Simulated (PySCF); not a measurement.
## `InChI=1S/C8H20N2Si/c1-8(2)9-6-5-7-10(9)11(3)4/h8,11H,5-7H2,1-4H3`

Molfile (atoms numbered from 1):
```
C8H20N2Si
     RDKit          3D

 31 31  0  0  0  0  0  0  0  0999 V2000
   -2.9252    0.6042   -0.1729 C   0  0  0  0  0  0  0  0  0  0  0  0
   -1.8151   -0.4448   -0.1097 C   0  0  0  0  0  0  0  0  0  0  0  0
   -1.5023   -0.9398   -1.5176 C   0  0  0  0  0  0  0  0  0  0  0  0
   -0.6276    0.1868    0.4841 N   0  0  0  0  0  0  0  0  0  0  0  0
   -0.6672    0.2564    1.9374 C   0  0  0  0  0  0  0  0  0  0  0  0
   -0.0293   -1.0564    2.4467 C   0  0  0  0  0  0  0  0  0  0  0  0
    0.6785   -1.5959    1.1911 C   0  0  0  0  0  0  0  0  0  0  0  0
    0.5683   -0.5233    0.2137 N   0  0  0  0  0  0  0  0  0  0  0  0
    1.9178    0.4250   -0.3081 Si  0  0  0  0  0  4  0  0  0  0  0  0
    3.1049   -0.7696   -1.1884 C   0  0  0  0  0  0  0  0  0  0  0  0
    1.2406    1.7334   -1.4973 C   0  0  0  0  0  0  0  0  0  0  0  0
   -3.1957    0.9599    0.8177 H   0  0  0  0  0  0  0  0  0  0  0  0
   -3.8121    0.1820   -0.6393 H   0  0  0  0  0  0  0  0  0  0  0  0
   -2.5870    1.4539   -0.7600 H   0  0  0  0  0  0  0  0  0  0  0  0
   -2.1616   -1.2990    0.4983 H   0  0  0  0  0  0  0  0  0  0  0  0
   -0.7388   -1.7118   -1.4992 H   0  0  0  0  0  0  0  0  0  0  0  0
   -2.4024   -1.3473   -1.9718 H   0  0  0  0  0  0  0  0  0  0  0  0
   -1.1413   -0.1132   -2.1222 H   0  0  0  0  0  0  0  0  0  0  0  0
   -1.6815    0.3998    2.3039 H   0  0  0  0  0  0  0  0  0  0  0  0
   -0.0583    1.1132    2.2381 H   0  0  0  0  0  0  0  0  0  0  0  0
   -0.7869   -1.7525    2.8049 H   0  0  0  0  0  0  0  0  0  0  0  0
    0.6725   -0.8642    3.2555 H   0  0  0  0  0  0  0  0  0  0  0  0
    1.7237   -1.8408    1.3661 H   0  0  0  0  0  0  0  0  0  0  0  0
    0.1716   -2.4927    0.8144 H   0  0  0  0  0  0  0  0  0  0  0  0
    2.6679    1.1040    0.7752 H   0  0  0  0  0  0  0  0  0  0  0  0
    2.6036   -1.3102   -1.9855 H   0  0  0  0  0  0  0  0  0  0  0  0
    3.5219   -1.5035   -0.5064 H   0  0  0  0  0  0  0  0  0  0  0  0
    3.9342   -0.2267   -1.6290 H   0  0  0  0  0  0  0  0  0  0  0  0
    0.4091    2.2681   -1.0527 H   0  0  0  0  0  0  0  0  0  0  0  0
    2.0103    2.4558   -1.7470 H   0  0  0  0  0  0  0  0  0  0  0  0
    0.8953    1.2904   -2.4255 H   0  0  0  0  0  0  0  0  0  0  0  0
  1  2  1  0
  2  3  1  0
  2  4  1  0
  4  5  1  0
  5  6  1  0
  6  7  1  0
  7  8  1  0
  8  9  1  0
  9 10  1  0
  9 11  1  0
  8  4  1  0
  1 12  1  0
  1 13  1  0
  1 14  1  0
  2 15  1  0
  3 16  1  0
  3 17  1  0
  3 18  1  0
  5 19  1  0
  5 20  1  0
  6 21  1  0
  6 22  1  0
  7 23  1  0
  7 24  1  0
  9 25  1  0
 10 26  1  0
 10 27  1  0
 10 28  1  0
 11 29  1  0
 11 30  1  0
 11 31  1  0
M  END
```

Level of theory: GIAO HCTH407/STO-3G magnetisability, rotational g tensor and spin-rotation constants, non-relativistic, gas phase (PySCF). Geometry: GFN2-xTB.

(1) Give the nuclear spin-rotation constants along the inertial axes (H = +C I·J) beside the isotropic shieldings.

Results:

(1) Rotational constants 1.2366, 0.7602, 0.6144 GHz. A star marks the isotopologue with that one atom substituted, in its own axes.
| atom | isotope | Caa (kHz) | Cbb (kHz) | Ccc (kHz) | mean (kHz) | σ (ppm) |
| --- | --- | --- | --- | --- | --- | --- |
| N4 | 14N | 0.046 | 0.037 | 0.027 | 0.037 | 222.1 |
| N8 | 14N | 0.030 | 0.018 | 0.020 | 0.023 | 261.2 |
| H12 | 1H | -0.109 | -0.050 | -0.035 | -0.065 | 32.2 |
| H13 | 1H | -0.068 | -0.067 | -0.042 | -0.059 | 32.2 |
| H14 | 1H | -0.099 | -0.035 | -0.048 | -0.061 | 31.9 |
| H15 | 1H | -0.098 | -0.029 | -0.046 | -0.058 | 31.5 |
| H16 | 1H | -0.069 | -0.058 | -0.040 | -0.056 | 31.6 |
| H17 | 1H | -0.060 | -0.068 | -0.046 | -0.058 | 32.3 |
| H18 | 1H | -0.096 | -0.035 | -0.050 | -0.060 | 32.0 |
| H19 | 1H | 0.031 | -0.088 | -0.065 | -0.041 | 31.1 |
| H20 | 1H | -0.082 | -0.087 | -0.007 | -0.059 | 31.2 |
| H21 | 1H | -0.034 | -0.070 | -0.048 | -0.051 | 31.4 |
| H22 | 1H | -0.103 | -0.030 | -0.047 | -0.060 | 31.5 |
| H23 | 1H | -0.015 | -0.061 | -0.068 | -0.048 | 31.5 |
| H24 | 1H | -0.102 | -0.082 | 0.002 | -0.061 | 31.0 |
| H25 | 1H | -0.098 | -0.038 | -0.014 | -0.050 | 30.6 |
| H26 | 1H | -0.129 | -0.059 | -0.023 | -0.070 | 32.7 |
| H27 | 1H | -0.136 | -0.013 | -0.060 | -0.070 | 33.0 |
| H28 | 1H | -0.033 | -0.076 | -0.060 | -0.056 | 33.0 |
| H29 | 1H | -0.045 | -0.079 | -0.044 | -0.056 | 32.4 |
| H30 | 1H | -0.059 | -0.073 | -0.049 | -0.060 | 32.9 |
| H31 | 1H | -0.139 | -0.042 | -0.030 | -0.070 | 32.7 |
| C1 | 13C* | 0.090 | 0.059 | 0.046 | 0.065 | 209.1 |
| C2 | 13C* | 0.136 | 0.093 | 0.071 | 0.100 | 181.8 |
| C5 | 13C* | 0.183 | 0.062 | 0.067 | 0.104 | 183.7 |
| C6 | 13C* | 0.134 | 0.064 | 0.055 | 0.084 | 196.6 |
| C7 | 13C* | 0.175 | 0.059 | 0.071 | 0.102 | 184.8 |
| Si9 | 29Si* | -0.480 | -0.299 | -0.264 | -0.348 | 525.5 |
| C10 | 13C* | 0.056 | 0.027 | 0.027 | 0.037 | 231.8 |

For the geometry as given, no vibrational averaging.
